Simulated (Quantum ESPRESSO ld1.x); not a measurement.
Values are calculated unless marked as measured or tabulated.
Problem. The mean radii <r> (bohr) of the occupied orbitals of an atom or ion are listed with their occupations. Level of theory: scalar-relativistic Kohn-Sham, LDA (Slater exchange, Perdew-Zunger correlation), spin-unpolarised, spherical densities, point nucleus (ld1.x of Quantum ESPRESSO 7.5).

orbital  occ.      <r>
1s          2  0.03114
2s          2   0.1349
2p          6   0.1176
3s          2   0.3652
3p          6   0.3628
3d         10   0.3378
4s          2   0.7927

Name the element and its charge.

Solution. Z = 47, silver, charge +17: Ag17+ in [Ar] 3d10 4s2. The 1s radius gives Z: for a bare nucleus <r> = (2 gamma + 1)/(2Z) with gamma = sqrt(1 - (Z/c)^2), 0.03062 bohr for Z = 47, and screening makes it slightly larger (0.03114 here). The occupations add up to 30, and the charge is Z minus that.
